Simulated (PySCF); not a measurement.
C3H5, SMILES [CH2]C=C (connectivity only; charge and spin as stated), charge +1, multiplicity 1.

Geometry optimised at B3LYP-D3(BJ)/def2-TZVP. The multiplicity is an assumed one; other spin states were not compared. The isomer is the one that the SMILES or the coordinates give; other isomers of the formula were not compared.

Method: M06-2X/def2-TZVPD in PySCF.

The molecule is in vacuum.

The total energy is -116.93990 hartree, the point group is C2v and the highest occupied level is -17.11 eV. The lowest empty level comes out as -9.31 eV and the orbital gap comes out as 7.80 eV. The dipole moment about the centre of nuclear charge comes out as 0.62 D and the mean static polarisability is 33.7 bohr³ (4.99 Å³). The polarisability, principal values is 20.5, 29.3, 51.2 bohr³.
